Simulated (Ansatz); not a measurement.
Stepwise reaction of `COB(S)OC` with hydrogen chloride, as a gas-phase model of exchange steps in deposition or etching. ΔE in kJ/mol.

Computed with Ansatz on PBE0-D4/def2-TZVP structures; ΔE is electronic, products minus reactants. CCSD(T)/CBS is the MP2 limit (def2-TZVPP, def2-QZVPP) plus CCSD(T) − MP2 in def2-TZVPP, frozen cores. This one scheme is used for every species. DFT in def2-TZVPP. B3LYP here is the variant with VWN-RPA as its local correlation; programs differ in this. Each species was taken in one conformer, which may not be the lowest.

```json
{"step": "1", "reaction": "`COB(S)OC` + HCl → `COB(S)Cl` + CH₃OH", "PBE-D4": "33.1", "B3LYP-D4": "41.8", "ωB97M-V": "41.2", "CCSD(T)/CBS": "40.9"}
{"step": "2", "reaction": "`COB(S)Cl` + HCl → `SB(Cl)Cl` + CH₃OH", "PBE-D4": "45.6", "B3LYP-D4": "55.4", "ωB97M-V": "54.6", "CCSD(T)/CBS": "53.6"}
```

Task: By hand: ΔE of the 2 steps together at CCSD(T)/CBS.

Result: (40.9) + (53.6) = 94.5 kJ/mol, or 47.2 kJ/mol a step.

In ΔE each step is higher than the one before. All are uphill at CCSD(T)/CBS. PBE-D4 differs from CCSD(T)/CBS by -8.0 to -7.8 kJ/mol a step. Isolated molecules leave out the surface, adducts and barriers. Largest T1 diagnostic: 0.012.
